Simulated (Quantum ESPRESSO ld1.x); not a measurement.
The numbers below are computed, except where a source is named.
Q: Species: Pm39+. Configuration: [Ar] 3d4. Level of theory: Dirac Kohn-Sham, PBE, spin-unpolarised, spherical densities, point nucleus; open shells are shared between the two j in proportion to 2j + 1 (ld1.x of Quantum ESPRESSO 7.5). Some entries of the table are withheld. Estimate them.

orbital  occ.  eigenvalue (hartree)  <1/r> (bohr^-1)
1s1/2       2              -1728.83            67.45
2s1/2       2              -342.537            16.10
2p1/2       2                   (1)              (2)
2p3/2       4                   (3)              (4)
3s1/2       2              -123.221            6.207
3p1/2       2              -117.786            6.134
3p3/2       4              -112.958            5.705
3d3/2     1.6                   (5)              (6)
3d5/2     2.4                   (7)              (8)

A: 
(1) 2p1/2 eigenvalue (hartree): -328.889
(2) 2p1/2 <1/r> (bohr^-1): 16.05
(3) 2p3/2 eigenvalue (hartree): -308.061
(4) 2p3/2 <1/r> (bohr^-1): 14.38
(5) 3d3/2 eigenvalue (hartree): -104.379
(6) 3d3/2 <1/r> (bohr^-1): 5.584
(7) 3d5/2 eigenvalue (hartree): -103.266
(8) 3d5/2 <1/r> (bohr^-1): 5.476
